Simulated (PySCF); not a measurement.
Magnetisability: SMILES n1c(CO)nc(OC)o1, C$_{4}$H$_{6}$N$_{2}$O$_{3}$

Molfile (atoms numbered from 1):
```
C4H6N2O3
     RDKit          3D

 15 15  0  0  0  0  0  0  0  0999 V2000
    2.9390   -0.2643   -0.1779 C   0  0  0  0  0  0  0  0  0  0  0  0
    2.1942    0.9216   -0.4329 O   0  0  0  0  0  0  0  0  0  0  0  0
    0.8958    0.7708   -0.3961 C   0  0  0  0  0  0  0  0  0  0  0  0
    0.2143   -0.3124   -0.1654 N   0  0  0  0  0  0  0  0  0  0  0  0
   -1.0737    0.1317   -0.2509 C   0  0  0  0  0  0  0  0  0  0  0  0
   -2.2567   -0.7517   -0.0920 C   0  0  0  0  0  0  0  0  0  0  0  0
   -3.4507   -0.0489    0.0978 O   0  0  0  0  0  0  0  0  0  0  0  0
   -1.1620    1.4005   -0.5210 N   0  0  0  0  0  0  0  0  0  0  0  0
    0.1325    1.8441   -0.6197 O   0  0  0  0  0  0  0  0  0  0  0  0
    3.9845    0.0264   -0.2437 H   0  0  0  0  0  0  0  0  0  0  0  0
    2.7039   -1.0290   -0.9201 H   0  0  0  0  0  0  0  0  0  0  0  0
    2.7087   -0.6525    0.8157 H   0  0  0  0  0  0  0  0  0  0  0  0
   -2.1102   -1.4019    0.7757 H   0  0  0  0  0  0  0  0  0  0  0  0
   -2.3153   -1.3966   -0.9864 H   0  0  0  0  0  0  0  0  0  0  0  0
   -3.4090    0.7701   -0.4106 H   0  0  0  0  0  0  0  0  0  0  0  0
  1  2  1  0
  2  3  1  0
  3  4  2  0
  4  5  1  0
  5  6  1  0
  6  7  1  0
  5  8  2  0
  8  9  1  0
  9  3  1  0
  1 10  1  0
  1 11  1  0
  1 12  1  0
  6 13  1  0
  6 14  1  0
  7 15  1  0
M  END
```

Computed with GIAO KT3/pcSseg-1 magnetisability, rotational g tensor and spin-rotation constants, non-relativistic, gas phase in PySCF 2.14.0. Geometry: GFN2-xTB.

(1) What are the magnetisability and the molar susceptibility?

(2) Split it along the inertial axes a, b, c into diamagnetic and paramagnetic parts about the centre of mass, with the quadrupole moment.

(3) And the rotational g tensor?

Results:

(1) Isotropic -1106 × 10⁻³⁰ J/T², or -66.6 × 10⁻⁶ cm³/mol; principal values -1398, -1058, -860 × 10⁻³⁰ J/T², anisotropy 472 × 10⁻³⁰ J/T² (root of half the summed squared differences of the principal values). The susceptibility is in cgs units.

(2) 
| axis | χ (10⁻⁶ cm³/mol) | diamagnetic (10⁻⁶ cm³/mol) | paramagnetic (10⁻⁶ cm³/mol) | summed x² of all electrons (Å²) | quadrupole Θ (D Å) |
| --- | --- | --- | --- | --- | --- |
| a | -57.5 | -333.5 | 276.1 | 300.3 | +2.86 |
| b | -58.2 | -1333.9 | 1275.7 | 64.5 | -3.29 |
| c | -84.1 | -1547.4 | 1463.3 | 14.1 | +0.43 |

Anisotropies 2χaa − χbb − χcc = +27.4 and 2χbb − χaa − χcc = +25.2 × 10⁻⁶ cm³/mol. Θ is traceless in Buckingham's convention.

(3) 
```csv
axis,rotational constant (GHz),g,nuclear part,electronic part
a,5.0619,-0.0804,0.5762,-0.6566
b,0.9481,-0.0131,0.5551,-0.5682
c,0.8089,-0.0022,0.5539,-0.5561
```
Asymmetric top; isotopes 12C, 1H, 14N, 16O; no vibrational averaging.
